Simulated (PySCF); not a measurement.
Rows and methods have been separated. Pair them.

C3H7BO.
Cartesian coordinates in Å at the PBE0-D3(BJ)/def2-SVP level; atoms count from 1:
```
atom  x, y, z in Å
B1     0.553    1.034    0.972
C2     0.574   -0.224    0.071
C3     1.763   -0.853   -0.099
O4    -0.500   -0.765   -0.556
C5    -1.743   -0.135   -0.428
H6    -0.449    1.659    1.222
H7     1.603    1.394    1.444
H8     2.659   -0.462    0.381
H9     1.844   -1.757   -0.714
H10   -2.452   -0.711   -1.038
H11   -2.101   -0.125    0.617
H12   -1.723    0.906   -0.796
```

The closed-shell ground state was solved 6 times with PySCF (density fitting, gas phase), always in the pcSseg-2 basis (278 functions), with these functionals: B97-2, BHandHLYP, CAM-B3LYP, LC-wPBE, mPW1PW91 and wB97X-D.

```tsv
row	total energy (Eh)	HOMO (eV)	LUMO (eV)	dipole (D)
P	-218.4786	-9.47	0.07	0.59
Q	-218.5702	-6.97	-2.13	0.52
R	-218.5546	-8.73	-0.30	0.55
S	-218.5186	-8.22	-1.05	0.54
T	-218.4999	-7.93	-1.10	0.51
U	-218.5477	-6.69	-2.12	0.53
```

**Question.** Which functional belongs to which row?

**Answer.** P = LC-wPBE, Q = mPW1PW91, R = wB97X-D, S = CAM-B3LYP, T = BHandHLYP, U = B97-2. By rising HOMO–LUMO gap: B97-2 (global hybrid, 21 % exact exchange) 4.57 eV; mPW1PW91 (global hybrid, 25 % exact exchange) 4.84 eV; BHandHLYP (global hybrid, 50 % exact exchange) 6.83 eV; CAM-B3LYP (range-separated hybrid) 7.17 eV; wB97X-D (range-separated hybrid) 8.43 eV; LC-wPBE (range-separated hybrid) 9.54 eV. Total energies of different functionals aren't bounds to one another; each is stationary for its own functional.

One conformer stands for the species.

The pairwise dispersion term of wB97X-D wasn't added to the energies; at a given geometry it leaves orbitals and properties as they are.
